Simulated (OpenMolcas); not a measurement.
An OpenMolcas run meant for Ge⁺ (ANO-R1, X2C; inactive shells 1s 2s 2p 3s 3p 3d; intended active space 3 electrons in 8 orbitals (4s 4p 5s 5p)). One step of its input:

```
&CASPT2
Multistate=3 1 2 3
Frozen=3 6
IPEA=0.25
Imaginary=2.0
MaxIter=60
WThr=0.0 0.3 0.05
PrWF=0.5
NoMix
```

The run finished. Its levels beside those of a sound run (MS-CASPT2, IPEA 0.25 Eh, imaginary shift 0.1 Eh (closed shells correlated: 3d)), in cm⁻¹ above each run's lowest level:

```tsv
Level	This run	Usual run
4s² 4p ²P°_1/2	0.0	0.0
4s² 4p ²P°_3/2	1543	1570
4s 4p² ⁴P_1/2	47506	48192
4s 4p² ⁴P_3/2	48152	48837
4s 4p² ⁴P_5/2	49153	49833
```

Problem. Which setting is unsound, and how much does it matter here?

Solution. The level shift is far above the usual 0.1 to 0.3 hartree and damps the second-order energy. Against the sound run the excited levels shown move by 520 cm-1 on average and by 690 cm-1 at most.

Over all roots computed the reference weight is 0.91 to 0.97 in the sound run; the roots of lowest weight are the least certain, and an intruder state may touch them. The run also gave levels led by 4s 4p 5s, 4s² 5p, 4s² 5s, which use shells meant for correlation; these and all levels above them are left out. Terms of s pⁿ other than that of highest spin mix with s² pⁿ⁻² d, which this space lacks; all of them can be thousands of cm-1 off, and some have no real level of that name. Levels of configurations outside the active space are missing.

° marks odd parity.
